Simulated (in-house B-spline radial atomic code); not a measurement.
# Ionising Pr with different functionals

Computed with a radial B-spline atomic code at the basis-set limit: four-component Dirac-Coulomb Hamiltonian, Fermi nucleus of rms radius 4.8919 fm, spin-restricted, spherical fractional occupations for the functionals, and exact exchange of hybrids averaged over the configuration. The ionisation energy is the difference of two self-consistent energies, [Xe] 4f3 6s2 → [Xe] 4f3 6s1, without Breit or QED terms; ε is the level of the shell that loses the electron (mean over j).

| method | rung | ΔSCF (eV) | -ε(6s) (eV) |
| --- | --- | --- | --- |
| PBE0 | global hybrid | 5.53 | 3.92 |
| BHandHLYP | global hybrid | ? | ? |
| wB97X | range-separated hybrid | ? | ? |
| CAM-B3LYP | range-separated hybrid | 5.46 | 4.66 |

What does BHandHLYP give?

ΔSCF 5.29 eV, and -ε(6s) = 4.24 eV.

What does wB97X give?

ΔSCF 5.46 eV, and -ε(6s) = 5.40 eV.

Among the functionals, which spreads more, the ΔSCF values or the orbital energies?

The orbital energies: ΔSCF values span about 0.24 eV and the orbital energies 1.48 eV; here energy differences depend much less on the functional than eigenvalues do.

How do they compare with the NIST value?

NIST lists 5.470 eV (semi-empirical, ground level to ground level). Errors run from -0.18 to +0.06 eV; wB97X is closest (-0.01 eV), but part of that can be cancellation, since the calculations leave out Breit-QED terms, spin polarisation, the choice among j levels, multiplet and fine-structure energies.
